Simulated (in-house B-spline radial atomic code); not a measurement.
RPA and G0W0 on PBE0: P3+

Configuration [Ne] 3s2, mean-field start PBE0. Computed with an all-electron radial atomic-structure program (B-spline basis): all electrons, scalar-relativistic (spin-free one-electron X2C), finite nucleus, each spin shell either full or empty, empty states to l = 9 with an (l + 1/2)⁻⁴ tail; G0W0 by contour deformation at full frequency.

Command:
```bash
python run_gw.py task.json out
```
Settings (radii: box in bohr, nucleus in fm):
```
Z                        15
electrons                12
configuration            [Ne] 3s2
hamiltonian              x2c
method                   pbe0
lmax                     9
rms_radius               3.1889
spin_polarised           False
box_radius               14.14
intervals                70
ion_configuration        [Ne] 3s1
```

Cost of the run: 3.7 s on 1 thread of Intel(R) Xeon(R) Platinum 8259CL CPU @ 2.50GHz, on a shared host.

Energies (hartree):

```csv
term,value
mean-field total,-339.74438
Hartree-Fock functional on these orbitals,-339.37834
direct second order,-0.81489
second-order exchange,0.29625
SOSEX correction,0.26597
```

Problem. What is the RPA correlation energy, and what remains with SOSEX?

Solution. RPA gives -0.71789 hartree (-1.63 eV per electron); RPA + SOSEX gives -0.45192, and the second-order doubles -0.51864 hartree (no singles). SOSEX takes back 37 % of the RPA value.

Quasi-particle levels (eV):

```
level  occupied  mean field  Σx - vxc     Σc  QP weight     G0W0
   3s       yes      -46.95     -3.02      ?          ?        ?
   2p       yes     -168.96    -16.65   4.36      0.895  -181.25
   3p        no      -33.97      5.02  -1.63      0.944   -30.59
```

G0W0 = mean field + (Σx - vxc) + Σc, with Σc (partial-wave tail included) taken at the quasi-particle energy. Levels of low weight are left out.

Problem. Where does G0W0 put 3s?

Solution. At -51.80 eV, with Σc = -1.82 eV and a quasi-particle weight of 0.953. The tabulated removal energy is 51.444 eV (NIST, measured); the calculation leaves out spin-orbit coupling, Breit and QED terms, and what these don't explain is the method's own error.

Problem. What does it cost to remove one electron (to [Ne] 3s1) by differences of total energies, each species on its own start (correlation terms add to the Hartree-Fock functional)?

Solution. PBE0 51.23 eV, Hartree-Fock functional 49.79 eV, + RPA 51.76 eV, + RPA + SOSEX 51.24 eV, + second order 51.80 eV. Tabulated: 51.444 eV (NIST, measured); the calculation leaves out spin-orbit coupling, Breit and QED terms, and what these don't explain is the method's own error.
